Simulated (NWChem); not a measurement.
System: C₃H₆N₂; SMILES C=C=C(N)N

Here is an NWChem input.

```
start job
memory heap 200 mb stack 900 mb global 1100 mb
geometry units angstroms
  C      0.000000     0.000000     2.213953
  C      0.000000     0.000000     0.894345
  C      0.000000     0.000000    -0.441358
  N      0.024649    -1.168729    -1.232377
  N     -0.024649     1.168729    -1.232377
  H      0.920877    -0.170888     2.808238
  H     -0.920877     0.170888     2.808238
  H     -0.006006    -2.022513    -0.669732
  H     -0.735584    -1.169577    -1.924683
  H      0.006006     2.022513    -0.669732
  H      0.735584     1.169577    -1.924683
end
basis spherical
  * library sto-3g
end
dft
  xc hfexch
  iterations 150
end
driver
  maxiter 120
end
task dft optimize
task dft freq
```

The level has its own optimisation; frequencies are unscaled. Brackets give each atom's bonded neighbours.

Give the results of this calculation. (Hartree-Fock/STO-3G.) Quantities: r C–C [C(CC)–C(CHH)] (Å); r C–H (Å); r C–C [C(CC)–C(CNN)] (Å); r C–N (Å); highest harmonic frequency (cm⁻¹); lowest (cm⁻¹); zero-point energy (kcal/mol); dipole (D).

The r C–C [C(CC)–C(CHH)] (Å) is 1.286 and the r C–H (Å) comes out as 1.086. The r C–C [C(CC)–C(CNN)] (Å) comes out as 1.294 and the r C–N (Å) is 1.457. The highest harmonic frequency (cm⁻¹) is 4112 and the lowest (cm⁻¹) is 197. The zero-point energy (kcal/mol) is 66.3 and the dipole (D) is 0.26.
